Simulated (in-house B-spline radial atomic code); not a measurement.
A radial electron density 4πr²n(r) was computed for an atom or ion in its tabulated ground configuration with an all-electron radial atomic-structure program (B-spline basis); method: non-relativistic Hartree-Fock, average of configuration. Columns: r (bohr), 4πr²n(r) (electrons per bohr), bar.

```
 0.00288    0.495 #
 0.00343   0.6869 #
 0.00409   0.9513 ##
 0.00488    1.312 ##
 0.00582    1.798 ###
 0.00695     2.45 ####
 0.00828    3.298 ######
 0.00988    4.405 ########
  0.0118    5.821 ###########
  0.0141    7.584 ##############
  0.0168     9.67 ##################
    0.02    12.07 ######################
  0.0238     14.7 ###########################
  0.0284    17.46 ################################
  0.0339    20.04 #####################################
  0.0404    22.09 ########################################
  0.0482    23.29 ###########################################
  0.0575    23.35 ###########################################
  0.0686    22.24 #########################################
  0.0818    20.28 #####################################
  0.0976    18.17 #################################
   0.116    16.87 ###############################
   0.139    17.11 ###############################
   0.166    19.08 ###################################
   0.197    21.85 ########################################
   0.236    24.11 ############################################
   0.281    24.04 ############################################
   0.335    21.03 ######################################
     0.4    15.77 #############################
   0.476    10.34 ###################
   0.568    6.537 ############
   0.678     5.21 ##########
   0.808    5.481 ##########
   0.964    5.741 ##########
    1.15    4.979 #########
    1.37    3.375 ######
    1.64    1.696 ###
    1.95   0.6424 #
    2.33   0.1649 
    2.77  0.02929 
    3.31 0.003028 
    3.95 0.0001782
```

(1) Which atom or ion is it?
A. Ca5+
B. Ar5+
C. Ca6+
D. V6+

Results:

(1) A. The area under the curve, ∫4πr²n dr = ∫r·4πr²n d(ln r) on this logarithmic grid, is 15 electrons, which only this option has. The configuration is [Ne] 3s2 3p3.
